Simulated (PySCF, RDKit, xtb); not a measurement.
Dimer: BH3O (SMILES BO) (first 5 atoms) with BH3O (SMILES BO); geometry from B3LYP-D3(BJ)/def2-TZVP, rigid monomers moved along the line of their centres of mass till O2···H10 is 2.17 Å.
(charge 0, multiplicity 1):
```csv
atom,x (Å),y (Å),z (Å)
B,-0.7825,0.0336,-0.5596
O,-0.0546,0.1073,0.5840
H,-1.9254,-0.2731,-0.4420
H,-0.2691,0.2711,-1.6105
H,0.8693,0.3572,0.4669
B,0.9095,-0.0285,4.1415
O,-0.3216,-0.2840,3.6692
H,1.0874,-0.1083,5.3190
H,1.8004,0.2717,3.3904
H,-0.3850,-0.1982,2.7030
```

Counterpoise-corrected where a basis set is named; no monomer relaxation. Rows marked so take none. RDKit's UFF carries no charges.

Rows in 3-21G, 6-31G* carry no dispersion term and start afresh at each structure (6-31G* with six Cartesian d functions).

Programs: PySCF for 3-21G rows, 6-31G* rows; RDKit for the force fields; xtb for the GFN methods. Each number belongs to the level named beside it.

### Question
One of these levels gives -364.9 meV for the interaction energy. Which one is it?
A. HF/3-21G (no counterpoise)
B. B3LYP/6-31G* (no counterpoise)
C. UFF
D. GFN1-xTB

### Answer
A, HF/3-21G (no counterpoise). The others give 147.2 (UFF), -186.4 (GFN1-xTB), -256.5 (B3LYP/6-31G* (no counterpoise))
